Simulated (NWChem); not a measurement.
System: diarsenic (As₂); SMILES [As]#[As]

Program: NWChem. Geometry: optimised at B3LYP/6-31G* (spherical d). Level: PBE0/aug-cc-pVDZ; rows give the wavelength of the field.

For field 1065 nm:

```
Quantity            Value
------------------  -----
anisotropy (bohr³)   43.4
```

Question: How do the values read with field static instead?

Answer: 
- anisotropy (bohr³) = 41.9
